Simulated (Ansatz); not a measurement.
Reaction (hydrogenolysis of a C–F bond): `C[SiH2]OC(F)(F)F` + H₂ → `C[SiH2]OC(F)F` + H–F

Isolated molecules relaxed with PBE0-D4/def2-TZVP in Ansatz; ΔE leaves out vibrations. CCSD(T)/CBS adds triple-zeta CCSD(T) − MP2 to the extrapolated MP2 energy (def2 sets, frozen cores). This one scheme is used for every species. Functionals use def2-TZVPP. Each species was taken in one conformer, which may not be the lowest.

`C[SiH2]OC(F)(F)F`:

```xyz
12

C    -0.940   -0.651    1.435
Si   -0.687    0.742    0.241
O    -0.034    0.167   -1.203
C     1.242   -0.074   -1.461
F     1.355   -0.875   -2.514
F     1.868   -0.671   -0.427
F     1.925    1.045   -1.726
H    -1.577   -1.425    1.002
H    -1.426   -0.279    2.342
H     0.013   -1.102    1.718
H     0.227    1.776    0.783
H    -1.967    1.347   -0.189
```

H₂:

Cartesian coordinates in Å:
```
H 0.031 0.371 -0.015
H -0.031 -0.371 0.015
```

`C[SiH2]OC(F)F`:

Z-matrix (Å, degrees):
```
C
Si 1 1.853
H 1 1.092 2 110.8
H 1 1.094 2 110.0 3 -119.5
H 1 1.091 2 110.9 3 120.6
O 2 1.674 1 112.0 3 -56.0
H 2 1.481 1 111.7 3 59.1
H 2 1.487 1 111.3 3 -177.6
C 6 1.341 2 127.2 1 -77.6
F 9 1.365 6 111.0 2 29.9
F 9 1.344 6 109.2 2 147.4
H 9 1.095 6 113.4 2 -91.4
```

H–F:

```xyz
2

F     0.137   -0.384    0.212
H    -0.137    0.384   -0.212
```

```json
{"level": "PBE-D4", "ΔE (kJ/mol)": "-37.5", "difference from CCSD(T)/CBS": "11.5"}
{"level": "PBE0-D4", "ΔE (kJ/mol)": "-38.8", "difference from CCSD(T)/CBS": "10.2"}
{"level": "PBE0", "ΔE (kJ/mol)": "-40.2", "difference from CCSD(T)/CBS": "8.8"}
{"level": "SCS-MP2/def2-TZVPP", "ΔE (kJ/mol)": "-46.8", "difference from CCSD(T)/CBS": "2.2"}
{"level": "CCSD(T)/def2-TZVPP", "ΔE (kJ/mol)": "-43.3", "difference from CCSD(T)/CBS": "5.7"}
{"level": "HF/def2-QZVPP", "ΔE (kJ/mol)": "-39.5", "difference from CCSD(T)/CBS": "9.5"}
{"level": "MP2/def2-QZVPP", "ΔE (kJ/mol)": "-50.8", "difference from CCSD(T)/CBS": "-1.8"}
{"level": "SCS-MP2/def2-QZVPP", "ΔE (kJ/mol)": "-50.3", "difference from CCSD(T)/CBS": "-1.3"}
{"level": "HF/CBS(def2)", "ΔE (kJ/mol)": "-39.5", "difference from CCSD(T)/CBS": "9.5"}
{"level": "CCSD/CBS(def2)", "ΔE (kJ/mol)": "-51.3", "difference from CCSD(T)/CBS": "-2.3"}
{"level": "CCSD(T)/CBS", "ΔE (kJ/mol)": "-49.0", "difference from CCSD(T)/CBS": "0"}
```

Largest T1 diagnostic among the species: 0.012.

In def2-TZVPP, CCSD(T) changes the Hartree–Fock value by −4.4 kJ/mol (the triples alone add +2.3 kJ/mol) and MP2 by −8.4 kJ/mol.
